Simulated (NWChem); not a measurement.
System: C₄H₆O; SMILES C(=C)=COC

NWChem input:

```
start job
memory heap 200 mb stack 900 mb global 1100 mb
geometry units angstroms noautoz
  C      0.387214    -2.185163     0.000000
  C     -0.259333    -1.047083     0.000000
  C     -0.954306     0.068788     0.000000
  O     -0.477142     1.349723     0.000000
  C      0.937978     1.476503     0.000000
  H      0.673035    -2.689219     0.924202
  H      0.673035    -2.689219    -0.924202
  H     -2.041299     0.065015     0.000000
  H      1.149265     2.547429     0.000000
  H      1.375597     1.009062     0.891780
  H      1.375597     1.009062    -0.891780
end
basis spherical
  * library def2-svp
end
dft
  xc xpbe96 cpbe96
  iterations 150
  mulliken
end
task dft energy
```

Excerpt of the output:

```
             Northwest Computational Chemistry Package (NWChem) 7.3.0
             --------------------------------------------------------

 CS  symmetry detected

                             Geometry "geometry" -> ""
                             -------------------------

 Output coordinates in angstroms (scale by  1.889725989 to convert to a.u.)

  No.       Tag          Charge          X              Y              Z
 ---- ---------------- ---------- -------------- -------------- --------------
    1 C                    6.0000     0.39803227    -2.18105908     0.00000000
    2 C                    6.0000    -0.25493445    -1.04665016     0.00000000
    3 C                    6.0000    -0.95620091     0.06527650     0.00000000
    4 O                    8.0000    -0.48628167     1.34888698     0.00000000
    5 C                    6.0000     0.92809945     1.48366024     0.00000000
    6 H                    1.0000     0.68669657    -2.68349217     0.92420200
    7 H                    1.0000     0.68669657    -2.68349217    -0.92420200
    8 H                    1.0000    -2.04315524     0.05536216     0.00000000
    9 H                    1.0000     1.13333245     2.55576290     0.00000000
   10 H                    1.0000     1.36835245     1.01869920     0.89178000
   11 H                    1.0000     1.36835245     1.01869920    -0.89178000

 Effective nuclear repulsion energy (a.u.)     159.4039292421

      Symmetry information
      --------------------

 Group name             Cs
 Group number              2
 Group order               2
 No. of unique centers     9

  pbe96 is a nonlocal functional; adding pw91lda local functional.

                                 NWChem DFT Module
                                 -----------------

 Summary of "ao basis" -> "ao basis" (spherical)
 ------------------------------------------------------------------------------
       Tag                 Description            Shells   Functions and Types
 ---------------- ------------------------------  ------  ---------------------
 C                          def2-svp                 6       14   3s2p1d
 O                          def2-svp                 6       14   3s2p1d
 H                          def2-svp                 3        5   2s1p

      Symmetry analysis of basis
      --------------------------

        a'         68
        a"         32

            General Information
            -------------------
          SCF calculation type: DFT
          Wavefunction type:  closed shell.
          No. of atoms     :    11
          No. of electrons :    38
           Alpha electrons :    19
            Beta electrons :    19
          Charge           :     0
          Spin multiplicity:     1
          Use of symmetry is: on ; symmetry adaption is: on
          Maximum number of iterations: 150
          AO basis - number of functions:   100
                     number of shells:    48
          Convergence on energy requested:  1.00D-06
          Convergence on density requested:  1.00D-05
          Convergence on gradient requested:  5.00D-04

              XC Information
              --------------
          PerdewBurkeErnzerhof Exchange Functional  1.000
            Perdew 1991 LDA Correlation Functional  1.000 local
           PerdewBurkeErnz. Correlation Functional  1.000 non-local

             Grid Information
             ----------------
          Grid used for XC integration:  medium
          Radial quadrature: Mura-Knowles
          Angular quadrature: Lebedev.
          Tag              B.-S. Rad. Rad. Pts. Rad. Cut. Ang. Pts.
          ---              ---------- --------- --------- ---------
          C                   0.70       49          12.0       434
          O                   0.60       49          11.0       434
          H                   0.35       45          13.0       434
          Grid pruning is: on
          Number of quadrature shells:   425
          Spatial weights used:  Erf1

      Superposition of Atomic Density Guess
      -------------------------------------

 Sum of atomic energies:        -228.18607004

      Non-variational initial energy
      ------------------------------

 Total energy =    -231.061525
 1-e energy   =    -623.231028
 2-e energy   =     232.765574
 HOMO         =      -0.253737
 LUMO         =      -0.011973

      Symmetry analysis of molecular orbitals - initial
      -------------------------------------------------

  Numbering of irreducible representations:

     1 a'          2 a"

  Orbital symmetries:

     1 a'          2 a'          3 a'          4 a'          5 a'
     6 a'          7 a'          8 a'          9 a'         10 a'
    11 a'         12 a"         13 a'         14 a"         15 a'
    16 a'         17 a"         18 a'         19 a"         20 a'
    21 a"         22 a'         23 a'         24 a'         25 a'
    26 a"         27 a'         28 a"         29 a'

     ---------------------------------------------
      Total Density - Mulliken Population Analysis
     ---------------------------------------------

    Atom       Charge   Shell Charges
 -----------   ------   -------------------------------------------------------
    1 C    6     6.25   1.99  0.95  0.30  1.97  1.01  0.03
    2 C    6     6.11   1.99  0.99  0.30  1.96  0.83  0.03
    3 C    6     5.79   1.99  0.92  0.26  1.79  0.76  0.06
    4 O    8     8.53   1.99  1.09  0.67  2.92  1.85  0.01
    5 C    6     5.89   1.99  0.92  0.21  1.86  0.86  0.04
    6 H    1     0.87   0.66  0.19  0.03
    7 H    1     0.87   0.66  0.19  0.03
    8 H    1     0.90   0.67  0.20  0.02
    9 H    1     0.92   0.69  0.21  0.02
   10 H    1     0.93   0.69  0.22  0.02
   11 H    1     0.93   0.69  0.22  0.02

   convergence    iter        energy       DeltaE   RMS-Dens  Diis-err
 ---------------- ----- ----------------- --------- --------- ---------
 d= 0,ls=0.0,diis     1   -230.6558816343 -3.90D+02  1.13D-02  5.29D-01
 d= 0,ls=0.0,diis     2   -230.6529216327  2.96D-03  5.85D-03  5.80D-01
 d= 0,ls=0.0,diis     3   -230.7021310271 -4.92D-02  2.08D-03  1.27D-01
 d= 0,ls=0.0,diis     4   -230.7137129151 -1.16D-02  7.74D-04  7.91D-03
 d= 0,ls=0.0,diis     5   -230.7144312981 -7.18D-04  3.54D-04  1.61D-03
  Resetting Diis
 d= 0,ls=0.0,diis     6   -230.7146163488 -1.85D-04  1.15D-04  2.16D-04
 d= 0,ls=0.0,diis     7   -230.7146449968 -2.86D-05  3.95D-05  4.63D-06
 d= 0,ls=0.0,diis     8   -230.7146432630  1.73D-06  3.19D-05  1.80D-05
 d= 0,ls=0.0,diis     9   -230.7146453987 -2.14D-06  8.29D-06  9.35D-07
 d= 0,ls=0.0,diis    10   -230.7146455503 -1.52D-07  1.18D-06  1.71D-08

         Total DFT energy =     -230.714645550307
      One electron energy =     -627.398069255865
           Coulomb energy =      269.405569489374
    Exchange-Corr. energy =      -32.126075025904
 Nuclear repulsion energy =      159.403929242087

 Numeric. integr. density =       37.999996221956

                  Occupations of the irreducible representations
                  ----------------------------------------------

                     irrep           alpha         beta
                     --------     --------     --------
                     a'               15.0         15.0
                     a"                4.0          4.0

                       DFT Final Molecular Orbital Analysis
                       ------------------------------------

 Vector   17  Occ=2.000000D+00  E=-2.938797D-01  Symmetry=a'
              MO Center= -1.6D-01,  1.3D+00,  6.6D-15, r^2= 2.0D+00
   Bfn.  Coefficient  Atom+Function         Bfn.  Coefficient  Atom+Function
  ----- ------------  ---------------      ----- ------------  ---------------
    47      0.366716   4 O  py               46     -0.313022   4 O  px
    50      0.259240   4 O  py               45      0.203494   4 O  s
    49     -0.203152   4 O  px               60      0.191012   5 C  px
    86     -0.191192   9 H  s                61     -0.188501   5 C  py
    44      0.178436   4 O  s                33     -0.175711   3 C  py

 Vector   18  Occ=2.000000D+00  E=-2.447589D-01  Symmetry=a'
              MO Center=  1.8D-02, -1.5D+00, -8.4D-17, r^2= 1.9D+00
   Bfn.  Coefficient  Atom+Function         Bfn.  Coefficient  Atom+Function
  ----- ------------  ---------------      ----- ------------  ---------------
     4      0.369436   1 C  px               18      0.344375   2 C  px
     7      0.236103   1 C  px                5      0.212700   1 C  py
    19      0.190524   2 C  py               21      0.168004   2 C  px
    22      0.165194   2 C  py                8      0.154281   1 C  py
    47      0.128551   4 O  py               81      0.123757   8 H  s

 Vector   19  Occ=2.000000D+00  E=-1.894743D-01  Symmetry=a"
              MO Center= -3.1D-01, -1.6D-01, -3.9D-16, r^2= 2.9D+00
   Bfn.  Coefficient  Atom+Function         Bfn.  Coefficient  Atom+Function
  ----- ------------  ---------------      ----- ------------  ---------------
    48     -0.398826   4 O  pz               20      0.382855   2 C  pz
    51     -0.311795   4 O  pz               23      0.286535   2 C  pz
    34      0.280880   3 C  pz               37      0.158733   3 C  pz
    71     -0.140594   6 H  s                76      0.140594   7 H  s
    92      0.116628  10 H  s                97     -0.116628  11 H  s

 Vector   20  Occ=0.000000D+00  E=-3.798332D-02  Symmetry=a'
              MO Center= -6.6D-02, -1.2D+00, -3.8D-16, r^2= 3.0D+00
   Bfn.  Coefficient  Atom+Function         Bfn.  Coefficient  Atom+Function
  ----- ------------  ---------------      ----- ------------  ---------------
     7      0.477037   1 C  px               18     -0.364567   2 C  px
     4      0.362322   1 C  px               21     -0.350397   2 C  px
    22     -0.322750   2 C  py               45      0.312396   4 O  s
    82     -0.300549   8 H  s                 8      0.258123   1 C  py
    36     -0.233854   3 C  py                5      0.212711   1 C  py

 Vector   21  Occ=0.000000D+00  E= 2.966691D-03  Symmetry=a"
              MO Center= -3.7D-01, -7.3D-01, -4.2D-15, r^2= 3.3D+00
   Bfn.  Coefficient  Atom+Function         Bfn.  Coefficient  Atom+Function
  ----- ------------  ---------------      ----- ------------  ---------------
    37      0.549825   3 C  pz               23     -0.474348   2 C  pz
    72      0.469918   6 H  s                77     -0.469918   7 H  s
    34      0.457380   3 C  pz               20     -0.422588   2 C  pz
     9     -0.244669   1 C  pz               48     -0.212478   4 O  pz
    51     -0.209608   4 O  pz               71      0.168400   6 H  s

 Vector   22  Occ=0.000000D+00  E= 5.507648D-02  Symmetry=a'
              MO Center=  1.2D+00,  3.4D-01,  3.6D-14, r^2= 7.4D+00
   Bfn.  Coefficient  Atom+Function         Bfn.  Coefficient  Atom+Function
  ----- ------------  ---------------      ----- ------------  ---------------
    59      2.162688   5 C  s                92     -1.097322  10 H  s
    97     -1.097322  11 H  s                87     -0.915228   9 H  s
     3      0.849974   1 C  s                72     -0.685162   6 H  s
    77     -0.685162   7 H  s                63      0.386997   5 C  px
     8     -0.328769   1 C  py                2      0.224208   1 C  s

     ---------------------------------------------
      Total Density - Mulliken Population Analysis
     ---------------------------------------------

    Atom       Charge   Shell Charges
 -----------   ------   -------------------------------------------------------
    1 C    6     6.19   1.98  0.91  0.28  2.09  0.90  0.03
    2 C    6     5.92   1.99  0.93  0.30  2.06  0.62  0.03
    3 C    6     5.99   1.98  0.91  0.24  2.08  0.71  0.06
    4 O    8     8.29   1.99  1.10  0.67  2.87  1.65  0.02
    5 C    6     5.87   1.98  0.92  0.12  2.09  0.71  0.05
    6 H    1     0.94   0.73  0.19  0.02
    7 H    1     0.94   0.73  0.19  0.02
    8 H    1     0.96   0.74  0.19  0.02
    9 H    1     0.96   0.74  0.19  0.02
   10 H    1     0.97   0.74  0.20  0.02
   11 H    1     0.97   0.74  0.20  0.02

     -------------------------------------------
      Total Density - Lowdin Population Analysis
     -------------------------------------------

    Atom       Charge   Shell Charges
 -----------   ------   -------------------------------------------------------
    1 C    6     6.07   1.97  0.59  0.32  1.87  1.25  0.07
    2 C    6     6.08   1.97  0.64  0.30  1.88  1.21  0.08
    3 C    6     6.00   1.96  0.59  0.30  1.88  1.12  0.15
    4 O    8     8.09   1.97  0.91  0.57  2.72  1.88  0.03
    5 C    6     5.94   1.96  0.58  0.31  1.85  1.12  0.12
    6 H    1     0.96   0.63  0.27  0.07
    7 H    1     0.96   0.63  0.27  0.07
    8 H    1     0.96   0.63  0.26  0.07
    9 H    1     0.97   0.65  0.26  0.06
   10 H    1     0.98   0.64  0.27  0.07
   11 H    1     0.98   0.64  0.27  0.07

     Multipole analysis of the density
     ---------------------------------

     L   x y z        total         alpha         beta         nuclear
     -   - - -        -----         -----         ----         -------
     0   0 0 0     -0.000000    -19.000000    -19.000000     38.000000

     1   1 0 0      0.401953      0.200976      0.200976      0.000000
     1   0 1 0     -0.065416     -0.032708     -0.032708     -0.000000
     1   0 0 1     -0.000000     -0.000000     -0.000000      0.000000

     2   2 0 0    -21.238382    -53.531289    -53.531289     85.824196
     2   1 1 0      0.824066     -1.226845     -1.226845      3.277756
     2   1 0 1      0.000000      0.000000      0.000000      0.000000
     2   0 2 0    -21.629380   -164.221789   -164.221789    306.814198
     2   0 1 1     -0.000000     -0.000000     -0.000000      0.000000
     2   0 0 2    -22.823750    -17.302063    -17.302063     11.780376
```

Level: PBE/def2-SVP. Structure relaxed at the B3LYP/6-31G* (spherical d) level.
